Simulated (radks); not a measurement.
Q: Ga3+, 28 electrons, occupied as [Ar] 3d10. All-electron calculation, scalar-relativistic Kohn-Sham, LB94 model potential, spin-polarised, spherical densities, finite nucleus; Fermi nuclear charge, rms radius 3.9973 fm. Program: a radial shooting solver on a logarithmic mesh with Libxc functionals. Some entries of the table are withheld. Estimate them.

| orbital | occ. | eigenvalue (eV) | <r> (bohr) |
|---|---|---|---|
| 1s | 2 | (1) | 0.04849 |
| 2s | 2 | -1323.672 | (2) |
| 2p | 6 | -1161.148 | (3) |
| 3s | 2 | -192.0282 | (4) |
| 3p | 6 | -143.1993 | (5) |
| 3d | 10 | -63.7617 | (6) |

A: 
(1) 1s eigenvalue (eV): -10353.20
(2) 2s <r> (bohr): 0.2171
(3) 2p <r> (bohr): 0.1899
(4) 3s <r> (bohr): 0.6542
(5) 3p <r> (bohr): 0.6806
(6) 3d <r> (bohr): 0.7817
